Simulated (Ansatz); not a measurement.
Species: CH6ClSi2 (charge -1, singlet). It need not be the lowest isomer of its formula. Whether it binds its extra electron was not tested at this geometry. 
Geometry from a B3LYP-D3(BJ)/def2-TZVP (Ansatz, a first-principles code) optimisation:
```
C
H 1 1.0919
H 1 1.0920 2 107.97
Si 1 1.8222 2 112.14 3 -123.07
H 4 1.4771 1 114.34 2 -59.19
H 4 1.4789 5 110.39 1 129.41
Si 1 2.0043 2 108.68 3 119.52
H 7 1.5369 1 95.58 2 56.74
H 7 1.5430 8 93.35 1 -96.59
Cl 4 2.1840 5 101.41 6 106.42
```
Charge -1, spin multiplicity 1.

Parts of the frozen-core correlation energy in aug-cc-pV(T+d)Z (Ansatz, hartree). Frozen orbitals: 16; correlated occupied orbitals by spin: 13 and 13; virtual: 320 and 320. No spin-orbit coupling. No relativistic terms.

| term | value |
|---|---|
| reference (HF) | -1078.83852 |
| MP2 opposite-spin | -0.51015 |
| MP2 same-spin | [?] |
| CCSD correlation | [?] |
| (T) | [?] |
| T1 diagnostic | 0.014 |
| largest doubles amplitude | 0.022 |

### Question
Complete the blanks.

### Answer

- MP2 same-spin, value: -0.13815
- CCSD correlation, value: -0.70839
- (T), value: -0.03177
